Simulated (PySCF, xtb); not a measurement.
Ge(H)2(SH)2 (GeH₄S₂), SMILES [SH][GeH2][SH]. One conformer was computed; it need not be the lowest.

Harmonic wavenumbers (cm⁻¹) from GFN2-xTB (xtb) at its own minimum, in rising order: 119, 138, 182, 372, 380, 395, 549, 612, 724, 739, 810, 1867, 1933, 2419, 2421.

**Question.** What does B3LYP-D3(BJ)/def2-SVP (PySCF 2.14.0) give at its own minimum? (Estimate from the structure and the level; the computed values follow.)

**Answer.** 112, 180, 217, 381, 403, 438, 604, 705, 796, 810, 856, 2131, 2143, 2672, 2673. Paired by order, the mean absolute difference is 98 cm⁻¹ and the zero-point energies are 19.5 and 21.6 kcal/mol.
